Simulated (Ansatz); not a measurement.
`[F][AlH][CH2]CCl` + `C[SeH]` → `C[Se][AlH][F]` + `CCCl` at 700 K and 1 bar (ligand exchange at the Al–C bond).

Isolated molecules relaxed with PBE0-D4/def2-TZVP in Ansatz; ΔE leaves out vibrations. CBS: MP2 limit from def2 TZ/QZ plus the TZ coupled-cluster correction, frozen cores. For Se outer-core shells are correlated without core-valence functions, which leaves a few kJ/mol of doubt a bond. Scalar relativity is left out up to krypton. One conformer a species, not always the lowest.

```csv
species,CCSD(T)/CBS energy (Eh),H − E (kJ/mol),S (J/(mol·K))
`[F][AlH][CH2]CCl`,-880.77864,248.1,475.3
`C[SeH]`,-2441.15625,157.6,325.3
`C[Se][AlH][F]`,-2783.08628,191.7,444.4
`CCCl`,-538.89655,222.9,345.6
```

H − E and S are ideal-gas, rigid-rotor, harmonic terms from PBE0-D4/def2-TZVP, for one conformer and one mirror image of each species. 1 Eh = 2625.50 kJ/mol, R = 8.31446 J/(mol·K).

Task: By hand: ΔE, ΔH, ΔS and ΔG.

Result: ΔE = (-2783.08628) + (-538.89655) − (-880.77864) − (-2441.15625) = -0.04794 Eh = -125.9 kJ/mol. Δ(H − E) = 191.7 + 222.9 − 248.1 − 157.6 = 8.9, so ΔH = -117.0 kJ/mol. ΔS = 444.4 + 345.6 − 475.3 − 325.3 = -10.6 J/(mol·K). ΔG = -117.0 − 700 × (-10.6)/1000 = -109.6 kJ/mol.

Task: By hand: the equilibrium constant, and the temperature at which ΔG would vanish if ΔH and ΔS stayed fixed.

Result: log₁₀ K = −ΔG/(RT ln 10) = 8.2. ΔG = 0 at ΔH/ΔS = 11038 K, far beyond where these terms or the molecules hold.

The number of gas molecules stays the same, so ΔS is small and ΔH decides. A doubt of 5 kJ/mol in ΔE shifts log₁₀ K by 0.4 here. Other conformers and mirror images would add mixing entropy, several J/(mol·K) or more a flexible species. Modes under 60 cm⁻¹, often nearly free rotors, make the harmonic entropy too high. These are equilibria of isolated gas molecules and say nothing of rates. Largest T1 diagnostic: 0.011 (customary marks: 0.02 for closed shells, 0.045 for open ones).
